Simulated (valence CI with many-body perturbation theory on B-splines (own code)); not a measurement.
**Nd⁴⁵⁺ in brief**

Method: configuration interaction combined with many-body perturbation theory (CI+MBPT): five valence electrons over a frozen Dirac-Fock core [Ne], radial functions for each j: 9 s, 9 p, 8 d, 6 f, 3 g, 1 h, with the one-electron correlation potential Σ1, the two-electron term Σ2, the three-electron term Σ3, Breit, model QED; selected CI, second order for the rest (own B-spline code, finite nucleus).

The last digits are not significant, and no measured levels were compared; by estimate large intervals hold to a few tenths of a per cent, small ones and those within an open d or f shell to about a per cent. Among the levels kept, up to 500 cm⁻¹ of a level comes from second order outside the variational space, and about a tenth of that is noise between levels of different J, which matters for small intervals.

Levels are named by their leading jj configuration (3d3/2^4 stands for four electrons in 3d with j = 3/2), which in mixed levels can hold well under half, so a name can repeat and another be missing.

Rates and lifetimes use the calculated energies. Strong lines usually hold to 10 to 20 %, long lifetimes can be off by a factor of two.

Problem. What is the ground level?

Solution. (3s^2 3p1/2^2 3p3/2) J=3/2, composition 46 % 3s2.3p3 2P° + 28 % 3s2.3p3 4S° + 26 % 3s2.3p3 2D°, g = 1.372.

Problem. What are the static dipole polarisabilities of the lowest levels?

Solution. (3s^2 3p1/2^2 3p3/2) J=3/2 0.00777 (tensor 0.00062) bohr³, of which the core gives 0.000117.

Problem. How well does LS coupling describe the low levels?

Solution. Among the lowest 20 levels the leading LS term, summed over configurations, holds 51 % on average. For single configurations the figures are 49 % in LS and 90 % in jj coupling. Terms mix most in the J = 5/2 level at 211.81 eV, where the leading one holds 29 %.

Problem. Among levels below 485.09 eV, which E1 lines absorb most strongly from the ground level?

Solution. to (3s^2 3p1/2 3p3/2 3d3/2) J=3/2 at 3.733 nm, f = 0.288; to (3s^2 3p1/2 3p3/2 3d3/2) J=5/2 at 3.804 nm, f = 0.254; to (3s^2 3p1/2 3p3/2 3d3/2) J=1/2 at 3.729 nm, f = 0.106.

Problem. What is the ionisation energy?

Solution. 3664.7 eV; NIST lists 3662 ± 4 eV (theoretical).

Problem. Name the longest-lived excited levels whose lifetime is computed, and their main decay.

Solution. (3s^2 3p1/2 3p3/2 3d5/2) J=9/2 at 334.88 eV lives 4.10 μs, mostly by M1 to (3s^2 3p1/2 3p3/2 3d3/2) J=7/2; (3s^2 3p1/2 3p3/2^2) J=5/2 at 130.19 eV lives 298 ns, mostly by M1 to (3s^2 3p1/2^2 3p3/2) J=3/2; (3s^2 3p1/2 3p3/2^2) J=1/2 at 141.79 eV lives 80.5 ns, mostly by M1 to (3s^2 3p1/2^2 3p3/2) J=3/2.

Problem. Where does the other parity begin?

Solution. At (3s^2 3p1/2^2 3d3/2) J=3/2, 174.78 eV.
